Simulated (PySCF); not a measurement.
C8H9OP.
Z-matrix (Å and degrees, PBE0-D3(BJ)/def2-SVP geometry), rows numbered from 1:
```
C 
C   1  1.5015
C   2  1.3983  1  120.18
C   3  1.3981  2  125.96  1   178.52
C   4  1.5061  3  118.69  2  -178.87
P   4  1.7445  3  124.01  2     0.67
C   6  1.7523  4  100.10  3    -0.57
C   7  1.4825  6  117.27  4   179.82
O   8  1.2041  7  125.25  6     0.43
C   7  1.3914  6  125.31  4     0.36
H   1  1.1031  2  110.75  3   -95.97
H   1  1.0998  2  111.51  3   144.81
H   1  1.0991  2  111.63  3    23.56
H   3  1.0975  2  116.86  1    -1.68
H   5  1.1028  4  110.64  3    74.60
H   5  1.0995  4  111.87  3  -165.72
H   5  1.1011  4  111.25  3   -44.59
H   8  1.1229  7  113.85  6  -179.65
H  10  1.0979  2  117.94  1     1.55
```

Probes without a nucleus sit at each ring's centroid and 1 Å off its mean plane on both sides; NICS is minus the shielding there, NICSzz its component along the normal. Level: GIAO PBE/pcSseg-1 (PySCF, non-relativistic, gas phase) on the PBE0-D3(BJ)/def2-SVP geometry, one conformer.

Ring bond lengths (Å): C2–C3 1.398, C3–C4 1.398, C4–P6 1.744, P6–C7 1.752, C7–C10 1.391, C10–C2 1.399.

**Question.** Give the NICS values of each ring in ppm.

**Answer.** 
```csv
ring,type,NICS(0),"NICS(1), two faces","NICS(1)zz, two faces",rms pucker (Å),"centre to ring atoms, mean (Å)"
C2–C3–C4–P6–C7–C10,6-membered ring with P; formal bonds all aromatic,-6.5,-9.8 / -9.5,-22.9 / -22.3,0.00,1.51
```

**Question.** What do they say, and how far can they be read as aromaticity?

**Answer.** 
- C2–C3–C4–P6–C7–C10: mean NICS(1)zz -22.6 ppm, shielded.

**Question.** And the bond-length index? HOMA takes Krygowski's 1993 parameters.

**Answer.** 
- C2–C3–C4–P6–C7–C10: HOMA 0.88; the largest term is that of P6–C7, α(R − Ropt)² = 0.35.

**Question.** At the first NICS(1) probe listed for ring C2–C3–C4–P6–C7–C10, 1 Å off the ring, what do the in-plane components average?

**Answer.** The isotropic value is a third of the trace: (3 × -9.8 − (-22.9))/2 = -3.3 ppm.

**Question.** List the ring angles.

**Answer.** 
- C2–C3–C4–P6–C7–C10: C2 120.1°, C3 126.0°, C4 124.0°, P6 100.1°, C7 125.3°, C10 124.6°; sum 720.0° against 720° for a flat convex ring.

**Question.** How shielded are the nuclei of the rings and their hydrogens (means over atoms taken as equivalent)?

**Answer.** 
```tsv
atoms	environment	σ isotropic (ppm)
C2	substituted aromatic carbon	36.7
C3	aromatic CH carbon	38.6
C4	substituted aromatic carbon	0.8
P6	phosphorus bonded to 2 C	75.4
C7	substituted aromatic carbon	10.4
C10	aromatic CH carbon	36.7
H14	aromatic hydrogen	23.57
H19	aromatic hydrogen	23.67
```

**Question.** How do the values depend on the level or the medium?

**Answer.** 
```tsv
level	NICS(0), C2–C3–C4–P6–C7–C10	mean NICS(1)zz, C2–C3–C4–P6–C7–C10
PBE/pcSseg-1, gas	-6.5	-22.6
PBE0/pcSseg-1, gas	-7.0	-23.8
PBE0/pcSseg-1, IEF-PCM acetone	-6.8	-23.6
PBE0/pcSseg-1, IEF-PCM benzene	-7.0	-23.7
```

The geometry is the same throughout; the continuum's cavity takes Bondi-type radii × 1.2.

On one thread, Arm Neoverse V2 (aarch64), shared host, this took 57 s and 0.86 GiB of memory at its peak. This is the whole shielding run at PBE/pcSseg-1, SCF included.
